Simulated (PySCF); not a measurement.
Al2H2NO (calculated)

Calculation on a computer-drawn molecule: the log of a Hartree-Fock and frozen-core CCSD(T) single point meant for a local Hartree-Fock minimum, with one planted fault or none, to be diagnosed. Offsets are logged minus clean, where the clean run is the same molecule without the fault. The reference is restricted for singlets and unrestricted otherwise, and also for a bond in bohr or an excited solution. Adding or removing an electron swaps singlet and doublet. The excited solution moves the top pair (singlet) or top alpha electron (doublet) to the lowest empty orbital. Highest occupied and lowest empty are orbital energies over both spins, largest force is the largest gradient component, triples share is (T) over the correlation energy, the T1 limit is 0.02 restricted and 0.045 unrestricted, electrons count all cores, a negative frequency is imaginary (commonest isotopes), and the dipole is about the centre of nuclear charge. Program: PySCF 2.14.0.

```xyz
6
formula=Al2H2NO meant_charge=1 meant_multiplicity=1 meant_basis=cc-pV(D+d)Z logged_electrons=41 logged_basis_functions=84 logged_SCF_converged=yes logged_spin_squared=0.756 logged_highest_occupied=-20.956 logged_lowest_empty=-11.077 logged_largest_force=0.081448 logged_T1_diagnostic=0.022005 logged_D1_diagnostic=0.062196 logged_triples_share=0.025687 logged_CC_converged=yes logged_dipole_magnitude=2.72 logged_SCF_stable_within_its_kind=yes logged_energy_HF=-613.62441 logged_energy_CCSD(T)=-614.05051 possible_faults=no_fault,one_electron_removed,one_electron_added,multiplicity_raised_by_two,geometry_at_a_saddle_point,SCF_held_on_an_excited_solution,minimal_basis_STO-3G,one_bond_length_entered_in_bohr,all_coordinates_scaled planted_fault=one_electron_removed HF_energy_offset_from_clean_run=270.9 CCSD(T)_energy_offset_from_clean_run=322.5
N     -1.1384     2.1114    -0.8579
Al     0.0282     0.8920    -0.5805
Al     1.7994    -0.9592    -0.1590
O      2.8658    -2.0738     0.0946
H     -1.2980     2.5817    -1.7358
H     -1.7790     2.4774    -0.1701
```

Units: logged_highest_occupied, logged_lowest_empty in eV; logged_largest_force in hartree/bohr; logged_dipole_magnitude in debye; logged_energy_HF, logged_energy_CCSD(T) in hartree; HF_energy_offset_from_clean_run, CCSD(T)_energy_offset_from_clean_run in kcal/mol.

Drawn bonds:
```tsv
atom	other atom	order
1	2	1
2	3	1
3	4	2
1	5	1
1	6	1
```
